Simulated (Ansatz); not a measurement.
Z-matrix (Å, degrees):
```
C
C 1 1.522
H 1 1.093 2 111.5
H 1 1.095 2 111.9 3 119.8
H 1 1.092 2 111.1 3 -119.4
Ge 2 1.993 1 118.6 3 63.9
H 2 1.104 1 110.1 3 179.6
H 2 1.094 1 111.7 3 -64.0
H 6 1.602 2 93.5 1 34.2
```

Charge 0, multiplicity 1.

(1) List the B3LYP/def2-TZVPP orbital energies in eV (Ansatz 0.2.0). (Estimate.)

Answers

(1) The calculation gave: Occupied: -10850.05, -1354.40, -1205.37, -1205.27, -1205.24, -276.59, -276.58, -168.86, -119.33, -119.01, -118.91, -32.81, -32.73, -32.65, -32.45, -32.38, -20.59, -16.90, -13.38, -12.08, -11.08, -10.25, -9.59, -7.82, -6.11. Lowest empty: -2.78, 0.64, 1.48, 1.85, 2.41, 2.61, 3.02, 3.40.

B3LYP here is the variant with VWN-RPA as its local correlation; programs differ in this.
